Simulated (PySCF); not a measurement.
## Correlation energy of B²⁺ (boron, charge +2)

[He] 3d1, 2D determinant (an excited configuration). Calculation: PySCF 2.14, in dyall-acv3z (15s9p4d2f, 76 functions); scalar relativity by spin-free X2C-1e. Frozen: nothing; 3 electrons correlated; the 5 highest virtual orbitals of each spin left out.

| level | correlation energy (mhartree) |
| --- | --- |
| CCSD | -42.48 |
| (T) | 0.00 |
| CCSD(T) | -42.48 |

Diagnostics: T1 = 0.00048, D1 = 0.0011, largest double amplitude 0.007.

The outer electron is Rydberg-like, and this basis confines it to a smaller radius and binds it less than a complete one would.

Cost of the coupled-cluster step: about 6 core-seconds, for 3 correlated electrons.

Iterations:

```
CC2 = 0
CCSD nocc = (np.int64(2), np.int64(1)), nmo = (71, 71)
frozen orbitals [[71, 72, 73, 74, 75], [71, 72, 73, 74, 75]]
max_cycle = 100
direct = 0
conv_tol = 1e-08
conv_tol_normt = 1e-06
diis_space = 8
diis_start_cycle = 0
Init t2, MP2 energy = -0.0398533007039156
Init E_corr(UCCSD) = -0.0398533007071504
cycle = 1  E_corr(UCCSD) = -0.0422502479887981  dE = -0.00239694728  norm(t1,t2) = 0.00262742
cycle = 2  E_corr(UCCSD) = -0.0424609979182523  dE = -0.000210749929  norm(t1,t2) = 0.000414546
cycle = 3  E_corr(UCCSD) = -0.0424891234294302  dE = -2.81255112e-05  norm(t1,t2) = 0.000144143
cycle = 4  E_corr(UCCSD) = -0.0424839329570567  dE = 5.19047237e-06  norm(t1,t2) = 3.26315e-05
cycle = 5  E_corr(UCCSD) = -0.0424841463058009  dE = -2.13348744e-07  norm(t1,t2) = 1.27148e-06
cycle = 6  E_corr(UCCSD) = -0.0424841487614469  dE = -2.45564592e-09  norm(t1,t2) = 6.21007e-08
UCCSD converged
E(UCCSD) = -22.53239461404529  E_corr = -0.04248414876144686
UCCSD(T) correction = -2.15334958552885e-06
```
